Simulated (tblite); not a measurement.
A tight-binding relaxation on `Fc1cccc2cc3cc4ccccc4cc3cc12`.

Computed with GFN2-xTB geometry optimisation, gas phase (tblite 0.8.0). Start geometry: from a force field or distance geometry. The input is one job of a driver script: a line of settings, then coordinates in Å.

Input:
```
{"job": {"kind": "relax", "xc": "GFN2-xTB", "basis": "xTB"}, "charge": 0, "multiplicity": 1}
F     -3.788000    -2.359500    -1.167500
C     -3.727900    -1.132300    -0.619800
C     -4.901500    -0.478900    -0.307500
C     -4.866600     0.797100     0.257600
C     -3.632800     1.382400     0.547400
C     -2.432000     0.721300     0.238000
C     -1.179000     1.312300     0.507400
C      0.029900     0.651700     0.216000
C      1.275600     1.232200     0.484000
C      2.469300     0.573100     0.188300
C      3.717400     1.160300     0.453100
C      4.903000     0.489000     0.153500
C      4.856900    -0.771700    -0.415400
C      3.635200    -1.371100    -0.703200
C      2.425100    -0.700200    -0.399500
C      1.179000    -1.295300    -0.660000
C     -0.019600    -0.631000    -0.369500
C     -1.267900    -1.228000    -0.643800
C     -2.471400    -0.557600    -0.338600
H     -5.854900    -0.951300    -0.524700
H     -5.791100     1.320700     0.507800
H     -3.616700     2.376900     0.993100
H     -1.137700     2.306900     0.975500
H      1.300100     2.218200     0.933700
H      3.777500     2.154900     0.909000
H      5.854700     0.957700     0.372700
H      5.786200    -1.292700    -0.661600
H      3.616100    -2.358700    -1.148200
H      1.148300    -2.285700    -1.125500
H     -1.305200    -2.212100    -1.088300
```

Output:
```
step      E/eV     max force
  0   -1329.94127    2.033
  1   -1330.13339    0.781
  2   -1330.16352    0.209
  3   -1330.16662    0.157
  4   -1330.16985    0.095
  5   -1330.17094    0.090
  6   -1330.17205    0.053
  7   -1330.17285    0.083
  8   -1330.17362    0.079
  9   -1330.17416    0.049
 10   -1330.17453    0.035
 11   -1330.17477    0.029
 12   -1330.17493    0.028
 13   -1330.17504    0.017
 14   -1330.17512    0.016
 15   -1330.17516    0.013
 16   -1330.17519    0.008
```

«max force» is the largest atomic force in eV/Å.

From which step on does the largest force stay under 0.1 eV/Å, and how much energy is left to gain from there?

From step 4 (0.095 eV/Å), 5.3 meV above the end.

In short: energy lowered by 5.4 kcal/mol over 16 steps; largest atomic force 0.008 eV/Å at the end.

Hardware: an Arm Neoverse V2 with one thread (shared host). Cost: 0.25 s.
Labels such as C1 count atoms from 1, the log's own numbers from 0.
